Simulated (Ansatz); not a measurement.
Basis-set series for CH7BClNSi, SMILES `C[SiH](N)BCl`. Charge 0, multiplicity 1. The geometry is a stationary point of PBE0-D4/def2-TZVP. It is one conformer, not always the lowest.

```csv
functional,basis,functions,energy (Eh),HOMO (eV),LUMO (eV)
PBE0-D4,def2-TZVPP,275,-871.32538,-7.18,-1.99
PBE0-D4,def2-QZVPP,521,-871.35628,-7.22,-2.03
ωB97M-V,def2-TZVPP,275,-871.63392,-9.45,0.02
ωB97M-V,def2-QZVPP,521,-871.66313,-9.49,-0.06
```

**Question.** Give the rows for def2-SVP. (An estimate is asked.)

**Answer.** The calculation gave: 
```tsv
functional	basis	functions	energy (Eh)	HOMO (eV)	LUMO (eV)
PBE0-D4	def2-SVP	113	-870.92280	-6.95	-1.82
ωB97M-V	def2-SVP	113	-871.22488	-9.21	0.27
```

Positive LUMOs are unbound and depend on the basis.

Program: Ansatz 0.2.0.
